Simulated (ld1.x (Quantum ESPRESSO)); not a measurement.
**P: ultrasoft pseudisation with PBEsol, scalar-relativistic reference atom.**

P, ultrasoft, made with ld1.x (Quantum ESPRESSO) 7.5 (PBEsol, scalar-relativistic). Core [Ne], reference 3s2 3p1 (charge +2). Waves: 3s (bound): rcut 1.15, rcutus 1.45 bohr; 3s channel at -1.6 Ry: rcut 1.15, rcutus 1.45 bohr; 3p (bound): rcut 1.15, rcutus 1.55 bohr; 3p channel at -0.9 Ry: rcut 1.15, rcutus 1.55 bohr; 3d channel at 0.2 Ry: rcut 0.95, rcutus 1.25 bohr. Local part: all-electron potential smoothed inside 1.10 bohr (lloc = -1). Core correction: a·sin(br)/r model core, default radius (core density twice the valence density). Augmentation charge: PSQ, inside the norm-conserving radii.

Problem. Does the generator finish with these settings?

Solution. Yes, a potential is produced and its reference levels are reproduced.

Problem. Estimate the cutoffs (Ry, on a coarse ladder) from which the occupation-weighted sum of valence levels, in a spherical-Bessel basis at the reference potential, stays within 10 and 1 mRy of its value at 400 Ry.

Solution. 18 Ry and 25 Ry.

Problem. What does a ghost test show?

Solution. No extra level below or beside the all-electron valence levels (s, p, d, f tested).

Problem. Is the overlap operator S = 1 + Σ q|β⟩⟨β| positive definite (Bessel basis up to 400 Ry)?

Solution. Yes: its lowest eigenvalue is 0.46 (s channel).

Problem. Which valence shell sets the plane-wave cutoff?

Solution. 3s: its level needs 21 Ry to come within 1 mRy, against 12 Ry for 3p.

Problem. Tests: 3s2 3p3; 3s2 3p2; 3s2 3p0; 3s2 3p3.3; 3s1 3p3; 3s1 3p4; 3s0 3p5. Which has the largest error in its energy relative to the reference configuration, and how large is it?

Solution. 3s0 3p5, with +13 meV (all-electron minus pseudo) on -11.66 eV.
